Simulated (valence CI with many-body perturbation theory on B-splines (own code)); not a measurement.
Au⁷²⁺: electric-dipole lines

Computed by configuration interaction combined with many-body perturbation theory (CI+MBPT): five valence electrons over a frozen Dirac-Fock core [He], a basis of 11 s, 11 p, 10 d, 8 f, 5 g, 2 h functions for each j, with the one-electron correlation potential Σ1 (screened to all orders), the two-electron term Σ2, the three-electron term Σ3, Breit, model QED; selected single and double excitations, second order for the rest, scaled by the run's own slope (own B-spline code, finite nucleus).

No measured spectrum was set against this ion. As an estimate, large intervals hold to a few tenths of a per cent, small ones and those within an open d or f shell to about a per cent. Among the levels kept, up to 7600 cm⁻¹ of a level comes from second order outside the variational space, and about a tenth of that is noise between levels of different J, which matters for small intervals.

Lines 151 to 200 of 600 in falling wavelength, among levels below 124630 × 10³ cm⁻¹, chosen from the strongest by gf and those to the six lowest levels. Wavelengths and rates use the calculated energies. Electric multipoles are in the length gauge, E1 and E2 with the static RPA response of the core. Weak lines are less certain than strong ones. Lines between different terms over intervals too small for the method are left out, as are lines whose strength nearly cancels. The highest levels of a list are the least certain.

Levels are named by their leading jj configuration (3d3/2^4 stands for four electrons in 3d with j = 3/2), which in mixed levels can hold well under half, so a name can repeat and another be missing. Letters in brackets count levels of one name in rising energy.

```
λ vac (Å)                               Upper                               Lower   A (s⁻¹)  log gf  Branch %
    17.95  (2s^2 2p1/2 2p3/2 3d3/2) J=5/2 [b]      (2s^2 2p1/2 2p3/2 3p1/2) J=5/2  7.05e+11   -0.69       0.0
    17.95  (2s 2p1/2 2p3/2^2 3d3/2) J=5/2 [e]  (2s 2p1/2 2p3/2^2 3p1/2) J=5/2 [c]  6.95e+11   -0.70       0.0
    17.90  (2s 2p1/2^2 2p3/2 3p3/2) J=3/2 [a]         (2s 2p1/2^2 2p3/2 3s) J=5/2  6.03e+11   -0.94       0.1
    17.87  (2s 2p1/2 2p3/2^2 3p3/2) J=5/2 [b]     (2s 2p1/2 2p3/2^2 3s) J=5/2 [b]  1.97e+12   -0.25       0.3
    17.81  (2s 2p1/2 2p3/2^2 3p3/2) J=5/2 [e]     (2s 2p1/2 2p3/2^2 3s) J=3/2 [b]  9.39e+11   -0.57       1.2
    17.73  (2s^2 2p1/2 2p3/2 3p3/2) J=5/2 [b]     (2s^2 2p1/2 2p3/2 3s) J=3/2 [b]  1.53e+12   -0.36      23.4
    17.71  (2s 2p1/2^2 2p3/2 3p3/2) J=3/2 [b]         (2s 2p1/2^2 2p3/2 3s) J=1/2  1.69e+12   -0.50       0.6
    17.57  (2s 2p1/2^2 2p3/2 3p3/2) J=1/2 [b]         (2s 2p1/2^2 2p3/2 3s) J=1/2  2.42e+12   -0.65       5.1
    17.55  (2s^2 2p1/2 2p3/2 3p3/2) J=3/2 [b]         (2s^2 2p1/2 2p3/2 3s) J=1/2  8.91e+11   -0.78      16.6
    17.54  (2s^2 2p1/2 2p3/2 3p3/2) J=5/2 [b]         (2s^2 2p1/2 2p3/2 3s) J=5/2  1.61e+12   -0.35      24.6
    17.40  (2s 2p1/2^2 2p3/2 3p3/2) J=5/2 [a]         (2s 2p1/2^2 2p3/2 3s) J=5/2  1.68e+12   -0.34       0.4
    17.39  (2s 2p1/2 2p3/2^2 3p3/2) J=3/2 [f]     (2s 2p1/2 2p3/2^2 3s) J=5/2 [c]  4.96e+11   -1.05       0.2
    17.33       (2p1/2^2 2p3/2^2 3p3/2) J=3/2          (2p1/2^2 2p3/2^2 3s) J=3/2  2.26e+12   -0.39       0.4
    17.31  (2s 2p1/2 2p3/2^2 3p3/2) J=3/2 [b]     (2s 2p1/2 2p3/2^2 3s) J=3/2 [a]  5.25e+11   -1.03       0.1
    17.29  (2s 2p1/2 2p3/2^2 3p3/2) J=1/2 [d]     (2s 2p1/2 2p3/2^2 3s) J=3/2 [d]  1.37e+12   -0.91       0.6
    17.27  (2s^2 2p1/2 2p3/2 3p3/2) J=3/2 [b]     (2s^2 2p1/2 2p3/2 3s) J=3/2 [a]  9.86e+11   -0.75      18.4
    17.26  (2s 2p1/2 2p3/2^2 3p3/2) J=3/2 [f]     (2s 2p1/2 2p3/2^2 3s) J=3/2 [d]  5.95e+11   -0.97       0.2
    17.22      (2s^2 2p3/2^2 3p3/2) J=3/2 [a]             (2s^2 2p3/2^2 3s) J=3/2  2.43e+12   -0.36      15.7
    17.19  (2s 2p1/2 2p3/2^2 3p3/2) J=3/2 [f]     (2s 2p1/2 2p3/2^2 3s) J=3/2 [c]  1.37e+12   -0.61       0.6
    17.11  (2s 2p1/2 2p3/2^2 3p3/2) J=5/2 [b]         (2s 2p1/2 2p3/2^2 3s) J=7/2  8.20e+11   -0.67       0.1
    17.10  (2s^2 2p1/2 2p3/2 3p3/2) J=1/2 [b]     (2s^2 2p1/2 2p3/2 3s) J=3/2 [b]  2.85e+12   -0.60      27.9
    17.06  (2s 2p1/2 2p3/2^2 3p3/2) J=1/2 [d]     (2s 2p1/2 2p3/2^2 3s) J=1/2 [b]  1.53e+12   -0.87       0.6
    17.04       (2p1/2^2 2p3/2^2 3p3/2) J=3/2          (2p1/2^2 2p3/2^2 3s) J=5/2  5.99e+11   -0.98       0.1
    16.94      (2s^2 2p3/2^2 3p3/2) J=3/2 [a]             (2s^2 2p3/2^2 3s) J=5/2  6.41e+11   -0.96       4.2
    15.97  (2s 2p1/2 2p3/2^2 3p3/2) J=5/2 [e]     (2s 2p1/2 2p3/2^2 3s) J=5/2 [b]  3.95e+11   -1.04       0.5
    5.588  (2s 2p1/2 2p3/2^2 3d5/2) J=9/2 [a]  (2s^2 2p1/2 2p3/2 3d5/2) J=7/2 [a]  4.68e+12   -0.66      76.8
    5.581  (2s 2p1/2 2p3/2^2 3p3/2) J=7/2 [a]  (2s^2 2p1/2 2p3/2 3p3/2) J=5/2 [a]  4.87e+12   -0.74      12.3
    5.581  (2s 2p1/2 2p3/2^2 3d5/2) J=9/2 [b]  (2s^2 2p1/2 2p3/2 3d5/2) J=7/2 [b]  2.94e+12   -0.86      26.5
    5.580     (2s 2p1/2 2p3/2^2 3s) J=5/2 [a]     (2s^2 2p1/2 2p3/2 3s) J=3/2 [a]  5.64e+12   -0.80       5.6
    5.579  (2s 2p1/2 2p3/2^2 3p3/2) J=7/2 [b]  (2s^2 2p1/2 2p3/2 3p3/2) J=5/2 [b]  4.37e+12   -0.79       1.8
    5.567  (2s 2p1/2 2p3/2^2 3p1/2) J=3/2 [a]      (2s^2 2p1/2 2p3/2 3p1/2) J=1/2  4.79e+12   -1.05       1.9
    5.562  (2s 2p1/2 2p3/2^2 3d3/2) J=5/2 [a]  (2s^2 2p1/2 2p3/2 3d3/2) J=3/2 [a]  3.65e+12   -0.99       0.9
    5.551  (2s 2p1/2 2p3/2^2 3p1/2) J=5/2 [a]  (2s^2 2p1/2 2p3/2 3p1/2) J=3/2 [a]  5.37e+12   -0.83       1.1
    5.543  (2s 2p1/2 2p3/2^2 3d3/2) J=7/2 [a]  (2s^2 2p1/2 2p3/2 3d3/2) J=5/2 [a]  4.23e+12   -0.81       0.5
    5.523     (2s 2p1/2 2p3/2^2 3d5/2) J=11/2      (2s^2 2p1/2 2p3/2 3d5/2) J=9/2  4.79e+12   -0.58      96.8
    5.517         (2s 2p1/2 2p3/2^2 3s) J=7/2         (2s^2 2p1/2 2p3/2 3s) J=5/2  5.59e+12   -0.69       4.3
    5.514  (2s 2p1/2 2p3/2^2 3d3/2) J=5/2 [b]  (2s^2 2p1/2 2p3/2 3d3/2) J=3/2 [b]  3.88e+12   -0.97       0.2
    5.512  (2s 2p1/2 2p3/2^2 3d3/2) J=7/2 [b]  (2s^2 2p1/2 2p3/2 3d3/2) J=5/2 [b]  4.01e+12   -0.84       0.2
    5.511  (2s 2p1/2 2p3/2^2 3p1/2) J=5/2 [b]  (2s^2 2p1/2 2p3/2 3p1/2) J=3/2 [b]  5.03e+12   -0.86       1.3
    5.505      (2s 2p1/2 2p3/2^2 3p3/2) J=9/2      (2s^2 2p1/2 2p3/2 3p3/2) J=7/2  4.89e+12   -0.65      46.1
    5.500      (2s 2p1/2 2p3/2^2 3d3/2) J=9/2      (2s^2 2p1/2 2p3/2 3d3/2) J=7/2  4.80e+12   -0.66      29.5
    5.499      (2s 2p1/2 2p3/2^2 3p1/2) J=7/2      (2s^2 2p1/2 2p3/2 3p1/2) J=5/2  5.39e+12   -0.71       0.8
    5.473  (2s 2p1/2 2p3/2^2 3d5/2) J=7/2 [b]  (2s^2 2p1/2 2p3/2 3d5/2) J=5/2 [b]  2.53e+12   -1.04       0.2
    5.461     (2s 2p1/2 2p3/2^2 3s) J=5/2 [b]     (2s^2 2p1/2 2p3/2 3s) J=3/2 [b]  3.33e+12   -1.05       0.9
    5.456          (2s 2p1/2^2 2p3/2^2) J=5/2          (2s^2 2p1/2^2 2p3/2) J=3/2  5.58e+12   -0.83      98.9
    5.452       (2p1/2^2 2p3/2^2 3p3/2) J=5/2  (2s 2p1/2^2 2p3/2 3p3/2) J=3/2 [b]  9.68e+12   -0.59       1.9
    5.437        (2s 2p1/2 2p3/2^3) J=3/2 [a]          (2s^2 2p1/2 2p3/2^2) J=5/2  5.83e+11   -1.99       3.2
    5.412          (2p1/2^2 2p3/2^2 3s) J=5/2     (2s 2p1/2^2 2p3/2 3s) J=3/2 [b]  1.41e+13   -0.43      14.0
    5.406       (2p1/2^2 2p3/2^2 3p3/2) J=7/2  (2s 2p1/2^2 2p3/2 3p3/2) J=5/2 [b]  1.70e+13   -0.22       3.4
    5.405       (2p1/2^2 2p3/2^2 3p3/2) J=5/2  (2s 2p1/2^2 2p3/2 3p3/2) J=5/2 [b]  3.51e+12   -1.04       0.7
```

Q: How does gf follow from A for the line at 5.511 Å?

A: gf = 1.4992 × (2J+1)_upper × A / σ², with σ = 18146126 cm⁻¹ and 2J+1 = 6: gf = 0.138.
